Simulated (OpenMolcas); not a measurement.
**Computed levels of neutral magnesium**

- Program: OpenMolcas
- Method: CASSCF
- Basis: ANO-RCC-VQZP [6s5p3d2f1g]
- Scalar Hamiltonian: DKH2, point nucleus
- Active space: 2 electrons in 8 orbitals (3s 3p 4s 4p)
- State averaging: 2S+1 = 3 even, 3 roots (0 in the spin-orbit step); 2S+1 = 1 even, 1 root; 2S+1 = 3 odd, 3 roots; 2S+1 = 1 odd, 3 roots (0 in the spin-orbit step)
- Spin-orbit coupling: state interaction with AMFI integrals over the reference wave functions, term energies averaged over their components

Spin-free terms above the lowest, with the occupations of the reference (each correlating shell added to its valence partner):

```csv
Configuration,Term,E (cm⁻¹),Occupations
3s²,¹S,0.0,3s 1.85 3p 0.15
3s 3p,³P°,21996,3s 1.00 3p 1.00
```

With spin-orbit coupling, above the lowest level:

```csv
Configuration,Term,J,E (cm⁻¹),Measured (cm⁻¹),g,Term weight %
3s²,¹S,0,0.0,0.0,,100
3s 3p,³P°,0,21965,21850,,100
3s 3p,³P°,1,21981,21870,1.501,100
3s 3p,³P°,2,22012,21911,1.501,100
```

Against the 3 measured excited levels shown (NIST Handbook of Basic Atomic Spectroscopic Data) the mean absolute deviation is 110 cm-1; the largest miss in energy is 3s 3p ³P°₀: computed 21965, measured 21850 cm⁻¹ (+0.5 %).

Without dynamic correlation excited terms often stand tens of per cent too high (terms of higher spin than the ground term too low), and those without a measured partner can miss by more than the paired ones. Active for correlation alone: 4p 4s; no level in the range computed is led by a configuration that fills them, so any true level of that kind is missing. Measured partners are found by configuration, term and J. A level has none where our copy of the source lacks it or the pairing is in doubt (some pairs that miss far off the trend of their configuration count as doubtful), and it then counts in no deviation. Levels of configurations outside the active space are missing. The first state left out of the spin-orbit step lies near 40000 cm-1 above the lowest spin-free state of the reference (among the parities and spins computed), and the list stops at four fifths of that energy or lower.

The term weight is that of the spin-free term in the level, not the purity of its configuration. ° marks odd parity.
